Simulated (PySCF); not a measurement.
Species: C5H13PSe.
Atom-mapped SMILES: `[CH3:1][CH:2]([CH3:3])[P:4]([CH3:5])([CH3:6])=[Se:7]` (hydrogens: H8, H9, H10 on C1; H11 on C2; H12, H13, H14 on C3; H15, H16, H17 on C5; H18, H19, H20 on C6)

Computed, not measured: PBE0-D3(BJ)/def2-SVP geometry optimisation, gas phase in PySCF 2.14.0.

Q: Give the optimised bond lengths and angles.

A: 
```json
{"bond": "C1–C2, C2–C3", "length (Å)": "1.524", "order": "single"}
{"bond": "C2–P4", "length (Å)": "1.853", "order": "single"}
{"bond": "P4–C5, P4–C6", "length (Å)": "1.824", "order": "single"}
{"bond": "P4=Se7", "length (Å)": "2.104", "order": "double"}
{"bond": "C1–H8 and 5 like bonds", "length (Å)": "1.101", "order": "single"}
{"bond": "C2–H11", "length (Å)": "1.106", "order": "single"}
{"bond": "C5–H15 and 5 like bonds", "length (Å)": "1.099", "order": "single"}
```

Bonds in one row agree within 0.01 Å and their mean is given. Orders are formal, as drawn. A selection of angles:
```json
{"angle": "C2–C1–H8", "degrees": "110.0"}
{"angle": "C2–C1–H9", "degrees": "112.4"}
{"angle": "H8–C1–H9", "degrees": "107.6"}
{"angle": "C1–C2–C3", "degrees": "111.7"}
{"angle": "C1–C2–P4", "degrees": "110.3"}
{"angle": "C1–C2–H11", "degrees": "109.7"}
{"angle": "P4–C2–H11", "degrees": "105.0"}
{"angle": "C2–P4–C5", "degrees": "105.0"}
{"angle": "C2–P4–Se7", "degrees": "114.5"}
{"angle": "C5–P4–C6", "degrees": "103.7"}
{"angle": "C5–P4–Se7", "degrees": "113.7"}
{"angle": "P4–C5–H15", "degrees": "108.1"}
{"angle": "P4–C5–H16", "degrees": "109.1"}
{"angle": "P4–C5–H17", "degrees": "111.4"}
{"angle": "H15–C5–H16", "degrees": "108.1"}
{"angle": "H15–C5–H17", "degrees": "110.0"}
```

Torsions: C1–C2–P4–C5 -171° (antiperiplanar). The mirror-image conformer, all signs reversed, is as good.

Of the pairs four or more bonds apart, H13···H16 is among the closest relative to their van der Waals radii: 2.39 Å, 100 % of the sum of Bondi's values. P4 (phosphorus bonded to 3 C and Se) is distorted tetrahedral (angles from 103.7° to 114.5°). The C–P distances run from 1.824 Å (P4–C5, drawn single) to 1.853 Å (C2–P4, drawn single), a spread of 0.029 Å.

Point group: near Cs, missed by 0.11 Å at most; the miss may be what the optimiser left on a soft mode. Whether it is a minimum is left open (no frequencies). One conformer, not necessarily the lowest.
